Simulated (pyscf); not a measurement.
•H₂C–CH₂–ZnH, doublet

Gas-phase minimum from PySCF at ωB97X-D3(BJ)/def2-SVP, one conformer. •H₂C–CH₂–ZnH lies 20.1 kcal/mol over its isomer [H₃C–CH₂–Zn]• (electronic energy, ωB97M-D3(BJ)). 

```
C
H 1 1.1016
H 1 1.1016 2 110.23
C 1 1.4686 2 114.67 3 -131.19
H 4 1.0947 1 121.29 2 -23.89
H 4 1.0947 5 117.34 1 -176.83
Zn 1 1.9726 2 111.51 3 124.28
H 7 1.5442 1 174.85 2 121.56
```
Charge 0, spin multiplicity 2.

Properties at ωB97X-D3(BJ)/def2-SVP:

| Quantity | Value |
|---|---|
| Harmonic wavenumbers, unscaled | 111, 341, 416, 426, 497, 543, 666, 859, 999, 1128, 1217, 1417, 1474, 1877, 3087, 3162, 3166, 3270 cm⁻¹ |
| Zero-point energy | 35.2 kcal/mol |
| Rotational symmetry number | 1 |
| Entropy of this conformer at 298 K and 1 atm, rigid rotor and harmonic oscillator, modes under 100 cm⁻¹ raised to 100 | 305.7 J/(mol K) |
| Dipole moment | 0.56 D |
| Spin expectation value S2 | 0.756 |

Single-point totals, which compare only within one level:

```json
[
 {"level": "ωB97X-D3(BJ)/def2-TZVP", "total energy (hartree)": "-1858.57242"},
 {"level": "PBE/def2-TZVP", "total energy (hartree)": "-1858.18304"},
 {"level": "r²SCAN/def2-TZVP", "total energy (hartree)": "-1858.50194"},
 {"level": "B3LYP-D3(BJ)/def2-TZVP", "total energy (hartree)": "-1858.63111"},
 {"level": "PBE0-D3(BJ)/def2-TZVP", "total energy (hartree)": "-1858.21775"},
 {"level": "M06-2X/def2-TZVP", "total energy (hartree)": "-1858.48781"},
 {"level": "ωB97M-D3(BJ)/def2-TZVP", "total energy (hartree)": "-1858.61069"}
]
```

Soft torsions are taken as harmonic, which can shift the entropy by several J/(mol K). Elements up to Kr have no core potential and no relativistic terms here.
